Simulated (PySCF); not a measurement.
F₂H₄SSi₂, SMILES F[SiH](F)S[SiH3].

Geometry optimised at TPSSh-D3(BJ)/def2-SVP. The structure was generated by enumeration, and PubChem lists no compound with its InChIKey, so it may never have been made. One conformer was computed; it need not be the lowest.

Two levels are set side by side: PBE/def2-TZVP (PySCF) and M06-2X/def2-TZVP (PySCF). Same geometry, gas phase. Differences are taken from unrounded values.

| quantity | PBE |
|---|---|
| orbital gap (eV) | 5.48 |
| highest occupied level (eV) | -6.86 |
| lowest empty level (eV) | -1.37 |
| dipole moment (D) | 1.04 |
| mean polarisability (bohr³) | 70.4 |

Task: These are the PBE values. What does M06-2X give? (Estimate from the structure and the level; the computed values follow.)

Result: 
```tsv
quantity	M06-2X	PBE minus M06-2X
orbital gap (eV)	9.56	-4.07
highest occupied level (eV)	-9.23	2.37
lowest empty level (eV)	0.33	-1.70
dipole moment (D)	1.18	-0.13
mean polarisability (bohr³)	66.7	3.7
```

Without exact exchange PBE keeps part of each electron's self-repulsion, which lifts occupied levels and narrows the gap. Loosely held outer electrons make PBE densities more polarisable. Differences between two approximate levels are no errors against the true value.

Rough cost on one machine, each run with all the roots and properties that it gave: M06-2X against PBE about 3 times.
